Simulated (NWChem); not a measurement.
# Total energies of H$_{4}$PSi

```xyz
6

Si    -0.9886    -0.3481     0.0849
P      1.1041     0.4855    -0.1142
H     -1.1904    -0.9440     1.4433
H     -1.9794     0.7509    -0.1145
H     -1.2297    -1.4117    -0.9407
H      1.6789    -0.8051     0.1362
```
Charge 0, spin multiplicity 2.

Everything below was run with NWChem. The geometry was optimised at UPBE0/def2-SVP, a minimum by its harmonic frequencies.

Basis set: STO-3G (22 functions).

| method | total energy (Ha) |
|---|---|
| UHF | -624.81241 |
| UMP2 | -624.87803 |
| UB2PLYP | -625.66683 |
| UPBE | -625.62918 |
| UB3LYP | -625.98426 |
| UTPSS | -626.01484 |

Total energies of different functionals aren't comparable as a measure of quality: only differences taken within one method are. 

The correlated methods keep 10 core orbitals frozen. B3LYP has NWChem's definition, with VWN1-RPA local correlation. The structure started from a generated list of species. No SCF solution was tested for a lower state. Open-shell Hartree-Fock references start from PBE0 orbitals.
